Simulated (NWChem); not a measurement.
System: SnICl, singlet; SMILES [Cl][Sn][I]

The following NWChem deck was run.

```
start job
memory heap 200 mb stack 900 mb global 1100 mb
geometry units angstroms noautoz
  Sn    -0.673159     1.000869     0.000000
  Cl     1.436963     2.122452     0.000000
  I      0.171872    -1.610371     0.000000
end
basis spherical
  * library def2-svp
end
ecp
  Sn library def2-ecp
  I library def2-ecp
end
dft
  xc xpbe96 cpbe96
  iterations 150
  mulliken
end
task dft energy
```

Output (shortened):

```
             Northwest Computational Chemistry Package (NWChem) 7.3.0
             --------------------------------------------------------

 CS  symmetry detected

                             Geometry "geometry" -> ""
                             -------------------------

 Output coordinates in angstroms (scale by  1.889725989 to convert to a.u.)

  No.       Tag          Charge          X              Y              Z
 ---- ---------------- ---------- -------------- -------------- --------------
    1 Sn                  50.0000    -0.65484495     1.00589090     0.00000000
    2 Cl                  17.0000     1.47437240     2.09078571     0.00000000
    3 I                   53.0000     0.14486635    -1.61958306     0.00000000

 Effective nuclear repulsion energy (a.u.)     820.1403868398

      Symmetry information
      --------------------

 Group name             Cs
 Group number              2
 Group order               2
 No. of unique centers     3

 Summary of "ao basis" -> "ao basis" (spherical)
 ------------------------------------------------------------------------------
       Tag                 Description            Shells   Functions and Types
 ---------------- ------------------------------  ------  ---------------------
 Sn                         def2-svp                10       26   4s4p2d
 Cl                         def2-svp                 8       18   4s3p1d
 I                          def2-svp                10       26   4s4p2d

      Symmetry analysis of basis
      --------------------------

        a'         49
        a"         21

            General Information
            -------------------
          SCF calculation type: DFT
          Wavefunction type:  closed shell.
          No. of atoms     :     3
          No. of electrons :    64
           Alpha electrons :    32
            Beta electrons :    32
          Charge           :     0
          Spin multiplicity:     1
          Use of symmetry is: on ; symmetry adaption is: on
          Maximum number of iterations: 150
          AO basis - number of functions:    70
                     number of shells:    28
          Convergence on energy requested:  1.00D-06
          Convergence on density requested:  1.00D-05
          Convergence on gradient requested:  5.00D-04

              XC Information
              --------------
          PerdewBurkeErnzerhof Exchange Functional  1.000
            Perdew 1991 LDA Correlation Functional  1.000 local
           PerdewBurkeErnz. Correlation Functional  1.000 non-local

             Grid Information
             ----------------
          Grid used for XC integration:  medium
          Radial quadrature: Mura-Knowles
          Angular quadrature: Lebedev.
          Tag              B.-S. Rad. Rad. Pts. Rad. Cut. Ang. Pts.
          ---              ---------- --------- --------- ---------
          Sn                  1.45      123          10.0       590
          Cl                  1.00       88          11.0       590
          I                   1.40      123          10.0       590
          Grid pruning is: on
          Number of quadrature shells:   334
          Spatial weights used:  Erf1

      Superposition of Atomic Density Guess
      -------------------------------------

 Sum of atomic energies:       -1055.54638209

      Non-variational initial energy
      ------------------------------

 Total energy =    -969.408834
 1-e energy   =   -2019.782312
 2-e energy   =     804.447503
 HOMO         =      -0.276937
 LUMO         =      -0.052518

      Symmetry analysis of molecular orbitals - initial
      -------------------------------------------------

  Numbering of irreducible representations:

     1 a'          2 a"

  Orbital symmetries:

     1 a'          2 a'          3 a'          4 a'          5 a"
     6 a'          7 a'          8 a'          9 a'         10 a"
    11 a'         12 a'         13 a"         14 a'         15 a'
    16 a"         17 a'         18 a"         19 a'         20 a'
    21 a'         22 a"         23 a"         24 a'         25 a'
    26 a'         27 a'         28 a"         29 a'         30 a"
    31 a'         32 a'         33 a"         34 a'         35 a'
    36 a'         37 a'         38 a'         39 a"         40 a"
    41 a'         42 a'

     ---------------------------------------------
      Total Density - Mulliken Population Analysis
     ---------------------------------------------

    Atom       Charge   Shell Charges
 -----------   ------   -------------------------------------------------------
    1 Sn  22    20.82   1.60  0.43  1.22  0.66  3.28  2.71  0.50  0.33  9.77  0.31
    2 Cl  17    17.62   2.00  1.99  1.24  0.73  5.94  2.20  3.51  0.01
    3 I   25    25.56   1.83  0.22  1.24  0.68  2.92  3.14  2.71  2.82  9.83  0.19

   convergence    iter        energy       DeltaE   RMS-Dens  Diis-err
 ---------------- ----- ----------------- --------- --------- ---------
 d= 0,ls=0.0,diis     1   -971.8814754392 -1.22D+03  3.58D-02  4.36D-01
 d= 0,ls=0.0,diis     2   -971.3853866079  4.96D-01  2.49D-02  2.85D+00
 d= 0,ls=0.0,diis     3   -971.9613015310 -5.76D-01  3.27D-03  2.17D-02
 d= 0,ls=0.0,diis     4   -971.9643201844 -3.02D-03  1.23D-03  4.37D-03
 d= 0,ls=0.0,diis     5   -971.9649855764 -6.65D-04  3.74D-04  2.51D-04
  Resetting Diis
 d= 0,ls=0.0,diis     6   -971.9650021552 -1.66D-05  1.96D-04  9.22D-05
 d= 0,ls=0.0,diis     7   -971.9650236391 -2.15D-05  1.07D-04  4.78D-06
 d= 0,ls=0.0,diis     8   -971.9650200862  3.55D-06  7.23D-05  2.35D-05
 d= 0,ls=0.0,diis     9   -971.9650246261 -4.54D-06  6.31D-06  1.38D-07
 d= 0,ls=0.0,diis    10   -971.9650246455 -1.94D-08  1.77D-06  8.70D-09

         Total DFT energy =     -971.965024645487
      One electron energy =    -2020.916714754778
           Coulomb energy =      871.377465335638
    Exchange-Corr. energy =      -68.351750953130
 Nuclear repulsion energy =      245.925975726782

 Numeric. integr. density =       63.999999530924

                  Occupations of the irreducible representations
                  ----------------------------------------------

                     irrep           alpha         beta
                     --------     --------     --------
                     a'               23.0         23.0
                     a"                9.0          9.0

                       DFT Final Molecular Orbital Analysis
                       ------------------------------------

 Vector   30  Occ=2.000000D+00  E=-2.457015D-01  Symmetry=a"
              MO Center=  1.9D-01, -1.2D+00, -1.5D-14, r^2= 3.2D+00
   Bfn.  Coefficient  Atom+Function         Bfn.  Coefficient  Atom+Function
  ----- ------------  ---------------      ----- ------------  ---------------
    57      0.563052  3 I  pz                60      0.509616  3 I  pz
    54     -0.230330  3 I  pz                39     -0.194632  2 Cl pz
    51     -0.186550  3 I  pz                36     -0.136808  2 Cl pz
    13      0.115769  1 Sn pz                33     -0.080061  2 Cl pz
    16      0.071937  1 Sn pz                18      0.046689  1 Sn d -1

 Vector   31  Occ=2.000000D+00  E=-2.422804D-01  Symmetry=a'
              MO Center=  2.6D-01,  2.3D-01,  2.7D-14, r^2= 5.7D+00
   Bfn.  Coefficient  Atom+Function         Bfn.  Coefficient  Atom+Function
  ----- ------------  ---------------      ----- ------------  ---------------
    56      0.421522  3 I  py                59      0.365353  3 I  py
     3     -0.292155  1 Sn s                 37     -0.286620  2 Cl px
    38      0.282487  2 Cl py                 4     -0.216672  1 Sn s
    34     -0.203351  2 Cl px                35      0.203317  2 Cl py
    11      0.193515  1 Sn px                53     -0.169481  3 I  py

 Vector   32  Occ=2.000000D+00  E=-2.324482D-01  Symmetry=a'
              MO Center=  1.4D-01, -1.0D+00,  2.4D-14, r^2= 3.9D+00
   Bfn.  Coefficient  Atom+Function         Bfn.  Coefficient  Atom+Function
  ----- ------------  ---------------      ----- ------------  ---------------
    55      0.557141  3 I  px                58      0.509551  3 I  px
    52     -0.227275  3 I  px                 3      0.220755  1 Sn s
    37      0.195188  2 Cl px                49     -0.183890  3 I  px
     4      0.153606  1 Sn s                 34      0.131851  2 Cl px
    38      0.108630  2 Cl py                11     -0.091946  1 Sn px

 Vector   33  Occ=0.000000D+00  E=-1.389964D-01  Symmetry=a"
              MO Center= -4.7D-01,  8.4D-01, -3.3D-14, r^2= 4.1D+00
   Bfn.  Coefficient  Atom+Function         Bfn.  Coefficient  Atom+Function
  ----- ------------  ---------------      ----- ------------  ---------------
    13      0.595437  1 Sn pz                16      0.516656  1 Sn pz
    39     -0.251321  2 Cl pz                60     -0.241526  3 I  pz
    57     -0.205618  3 I  pz                10     -0.177946  1 Sn pz
     7     -0.165183  1 Sn pz                36     -0.154911  2 Cl pz
    33     -0.089490  2 Cl pz                54      0.083295  3 I  pz

 Vector   34  Occ=0.000000D+00  E=-6.589744D-02  Symmetry=a'
              MO Center= -4.4D-01,  4.9D-01, -4.2D-15, r^2= 5.6D+00
   Bfn.  Coefficient  Atom+Function         Bfn.  Coefficient  Atom+Function
  ----- ------------  ---------------      ----- ------------  ---------------
    15      0.641746  1 Sn py                59      0.581595  3 I  py
    12      0.470863  1 Sn py                 3     -0.384996  1 Sn s
    14     -0.367802  1 Sn px                48      0.346595  3 I  s
    56      0.287129  3 I  py                11     -0.275041  1 Sn px
    38     -0.229717  2 Cl py                47      0.210298  3 I  s

[...]
```

Level: PBE/def2-SVP with def2 effective core potentials on Sn, I. Low-valent species are run as closed-shell singlets; no triplet was tried in these runs. The geometry was optimised at PBE0/def2-SVP. def2 effective core potentials on Sn, I; no spin-orbit coupling.
